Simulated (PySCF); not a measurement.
## C²⁺: excitation energy

C²⁺ [He] 2s2 (1S) → C²⁺ [He] 2s1 2p1 (3P), as a difference of total energies. Computed with PySCF 2.14 in cc-pVQZ (5s4p3d2f1g, 55 functions), with no relativity, point nucleus. Correlated levels: valence: 1s2 frozen. The calculations carry no spin-orbit coupling.

| method | excitation energy (eV) |
| --- | --- |
| UHF | 4.643 |
| MP2 (valence) | 5.783 |
| SCS-MP2 (valence) | 6.099 |
| CCSD (valence) | 6.529 |

How much does correlation contribute at MP2 (valence)?

5.783 − (4.643) = 1.140 eV, measured against UHF.

A first-order spin-orbit estimate (lowest level to lowest level, LS coupling) adds -0.007 eV.

The basis was made for the ground configuration and has no added diffuse functions, so the excitation energy can come out too high.

With two correlated electrons CCSD is exact in that space.

The coupled-cluster amplitudes are large for the lower state (T1 above 0.03 or a double amplitude above 0.15), so a single reference is strained.
